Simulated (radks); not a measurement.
The silver ion Ag3+, configuration [Ar] 3d10 4s2 4d(up 4.5, down 4.5) 4p(up 3, down 2) (fractional occupations, a model configuration). Calculated with a radial shooting solver on a logarithmic mesh with Libxc functionals: scalar-relativistic Kohn-Sham, r2SCAN, spin-polarised, spherical densities, finite nucleus; meta-GGA in the generalised Kohn-Sham scheme; Fermi nuclear charge, rms radius 4.5454 fm.

Unscreened Slater integrals over Kohn-Sham orbitals (hartree). They are taken over the spin-up orbitals.

\begin{tabular}{lr}
integral & value \\ \hline
F0(4d,4d) & 0.73874 \\
F2(4d,4d) & 0.37267 \\
F4(4d,4d) & 0.24532 \\
F0(4d,4p) & 0.81305 \\
F2(4d,4p) & 0.40745 \\
G1(4d,4p) & 0.51494 \\
G3(4d,4p) & 0.31646 \\
F0(4d,4s) & 0.83797 \\
G2(4d,4s) & 0.38318 \\
F0(4p,4p) & 0.91483 \\
F2(4p,4p) & 0.48176 \\
F0(4p,4s) & 0.95093 \\
G1(4p,4s) & 0.64765 \\
F0(4s,4s) & 0.99231 \\
\end{tabular}

Derived for the open shells (J is the average intra-shell exchange parameter used in DFT+U). 4d: Racah B = F2/49 - 5 F4/441 = 0.004824 hartree, C = 35 F4/441 = 0.01947 hartree, C/B = 4.04, F4/F2 = 0.658, J = (F2 + F4)/14 = 0.04414 hartree. 4p: J = F2/5 = 0.09635 hartree.
